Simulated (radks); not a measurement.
Ca III, 18 electrons, occupied as [Ne] 3s2 3p5.75 4s0.25 (fractional occupations, a model configuration). Calculated with a radial shooting solver on a logarithmic mesh with Libxc functionals: Dirac Kohn-Sham, BP86, spin-unpolarised, spherical densities, finite nucleus; open shells fill j = l - 1/2 first; Fermi nuclear charge, rms radius 3.4776 fm.

Normalised radial functions P(r) = r R(r) (large component), r in bohr:

```
   r/bohr * 3p3/2 (the largest magnitude, 0.959, reaches the edge; | marks zero)
 0.005524                             *
 0.007192                             *
 0.009365                             *
  0.01219                             *
  0.01588                             |*
  0.02068                             |*
  0.02692                             |*
  0.03506                             | *
  0.04602                             |  *
  0.05992                             |    *
  0.07802                             |      *
   0.1016                             |        *
   0.1323                             |           *
   0.1723                             |            *
   0.2243                             |            *
   0.2921                             |         *
   0.3803                             |  *
   0.4952                       *     |
   0.6449            *                |
   0.8397    *                        |
    1.093  *                          |
    1.424      *                      |
    1.854              *              |
    2.414                     *       |
    3.143                          *  |
    4.093                            *|
     5.33                             *
     6.94                             *
    9.037                             *
```

3p3/2: eigenvalue -44.817 eV, 1 radial node at r = 0.420 bohr, <r> = 1.25 bohr, 90 % of the charge inside 1.92 bohr.
